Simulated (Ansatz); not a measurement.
One change: `[CH3][SbH][SiH3]` becomes `[F][SbH][SiH3]`.

Ansatz, PBE0-D4/def2-TZVP geometries, multiplicity 1. 

Elements past krypton have def2 core potentials.  Spin–orbit coupling is left out; it splits and shifts lone-pair levels of the heavy atoms by tenths of an eV.

```csv
property,`[CH3][SbH][SiH3]`
"ideal-gas entropy at 298 K and 1 bar (rigid rotor, harmonic PBE0-D4/def2-TZVP) / J/(mol·K)",348
LUMO energy (B3LYP/def2-TZVPP) / eV,-0.68
LUMO energy (ωB97M-V/def2-TZVPP) / eV,1.10
HOMO energy (PBE/def2-TZVPP) / eV,-5.92
LUMO energy (PBE/def2-TZVPP) / eV,-1.20
HOMO energy (B3LYP/def2-TZVPP) / eV,-6.69
```

Question: Give the same properties after the change, and the shifts. (Estimate.)

Answer: The calculation gave: 
| property | `[F][SbH][SiH3]` | shift |
| --- | --- | --- |
| ideal-gas entropy at 298 K and 1 bar (rigid rotor, harmonic PBE0-D4/def2-TZVP) / J/(mol·K) | 332 | -16 |
| LUMO energy (B3LYP/def2-TZVPP) / eV | -1.99 | -1.31 |
| LUMO energy (ωB97M-V/def2-TZVPP) / eV | 0.05 | -1.05 |
| HOMO energy (PBE/def2-TZVPP) / eV | -6.31 | -0.39 |
| LUMO energy (PBE/def2-TZVPP) / eV | -2.57 | -1.37 |
| HOMO energy (B3LYP/def2-TZVPP) / eV | -7.16 | -0.47 |

With PBE0 the HOMO falls by 0.48 eV and the LUMO falls by 1.31 eV, so the gap narrows by about 0.83 eV. PBE moves the HOMO by -0.39 eV and ωB97M-V by -0.46 eV. The zero-point energy changes by -90.8 kJ/mol with -9 modes.

B3LYP here is the variant with VWN-RPA as its local correlation; programs differ in this.
